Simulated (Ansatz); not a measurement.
`N=C([SiH3])S[SiH3]`. Total charge 0; spin multiplicity 1. All single points use the PBE0-D4/def2-TZVP geometry. It is one conformer, not always the lowest.

```xyz
12

N    -2.136    0.780    1.148
C    -1.090    0.462    0.511
Si    0.546    0.500    1.464
S    -1.158    0.100   -1.244
Si    0.683   -0.870   -1.762
H    -2.982    0.762    0.572
H     1.376    1.619    0.949
H     1.275   -0.774    1.228
H     0.246    0.672    2.902
H     0.568   -1.027   -3.232
H     0.815   -2.197   -1.112
H     1.858   -0.028   -1.425
```

**Question.** What is the dipole moment at B3LYP/def2-TZVPP? (Estimate.)

**Answer.** The calculation gave: 1.63 D, with components (1.17, -0.66, -0.93) D in this frame, pointing from negative to positive charge.

**Question.** And with PBE, r2SCAN, ωB97M-V? (Best estimate.)

**Answer.** Computed: PBE 1.48 D, r2SCAN 1.54 D, ωB97M-V 1.64 D.

**Question.** Give the Mulliken charges with B3LYP, PBE, r2SCAN in def2-TZVPP. (An estimate is asked.)

**Answer.** Computed: 
| atom | B3LYP | PBE | r2SCAN |
| --- | --- | --- | --- |
| N1 | -0.23 | -0.21 | -0.28 |
| C2 | 0.01 | 0.03 | 0.06 |
| Si3 | 0.27 | 0.20 | 0.29 |
| S4 | -0.19 | -0.17 | -0.20 |
| Si5 | 0.25 | 0.19 | 0.27 |
| H6 | 0.14 | 0.15 | 0.15 |
| H7 | -0.05 | -0.03 | -0.05 |
| H8 | -0.05 | -0.04 | -0.06 |
| H9 | -0.04 | -0.03 | -0.05 |
| H10 | -0.04 | -0.03 | -0.05 |
| H11 | -0.04 | -0.03 | -0.05 |
| H12 | -0.04 | -0.02 | -0.04 |

B3LYP here is the variant with VWN-RPA as its local correlation; programs differ in this.
